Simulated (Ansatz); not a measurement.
Basis sets compared for (HCd-mu-Cl)2 (Cd2H2Cl2). Charge 0, multiplicity 1. Geometry PBE-D4/def2-SVP. Ansatz on 4 threads of Arm Neoverse V2 on a shared host; times are rough, and most runs start from earlier orbitals.

```csv
atom,x (Å),y (Å),z (Å)
Cd1,0.264,-1.778,-0.472
H2,0.499,-3.382,-0.903
Cl3,1.199,0.488,-1.167
Cd4,-0.263,1.777,0.473
H5,-0.507,3.383,0.894
Cl6,-1.191,-0.489,1.175
```

In the def2 sets Cd takes a core potential; there is no spin–orbit coupling.

Binding counts from free atoms (Cd singlet, H doublet, Cl doublet) in the same basis, without a counterpoise term.

```json
{"level": "PBE-D4/def2-SVP", "functions": "108", "energy (Eh)": "-1256.4902", "HOMO (eV)": "-7.14", "LUMO (eV)": "-1.97", "binding per atom (eV)": "1.84", "wall time": "0.95 s"}
{"level": "PBE-D4/def2-TZVP", "functions": "166", "energy (Eh)": "-1256.8880", "HOMO (eV)": "-7.20", "LUMO (eV)": "-2.06", "binding per atom (eV)": "1.79", "wall time": "1.4 s"}
{"level": "r2SCAN-D4/def2-TZVP (with forces)", "functions": "166", "energy (Eh)": "-1257.3186", "HOMO (eV)": "-7.50", "LUMO (eV)": "-1.76", "binding per atom (eV)": "1.88", "wall time": "4 s"}
{"level": "PBE0-D4/def2-SVP", "functions": "108", "energy (Eh)": "-1256.5551", "HOMO (eV)": "-8.29", "LUMO (eV)": "-1.13", "binding per atom (eV)": "1.86", "wall time": "1.6 s"}
{"level": "PBE0-D4/def2-TZVP", "functions": "166", "energy (Eh)": "-1256.9457", "HOMO (eV)": "-8.34", "LUMO (eV)": "-1.21", "binding per atom (eV)": "1.81", "wall time": "2.1 s"}
```

(1) Estimate the rows for PBE-D4/def2-TZVPD, r2SCAN-D4/def2-TZVPD, PBE0-D4/def2-TZVPD.

## Answers

(1) 
| level | functions | energy (Eh) | HOMO (eV) | LUMO (eV) | binding per atom (eV) | wall time |
| --- | --- | --- | --- | --- | --- | --- |
| PBE-D4/def2-TZVPD | 190 | -1256.8900 | -7.23 | -2.13 | 1.79 | 1.9 s |
| r2SCAN-D4/def2-TZVPD | 190 | -1257.3203 | -7.51 | -1.80 | 1.88 | 4.4 s |
| PBE0-D4/def2-TZVPD | 190 | -1256.9473 | -8.35 | -1.29 | 1.81 | 2.8 s |
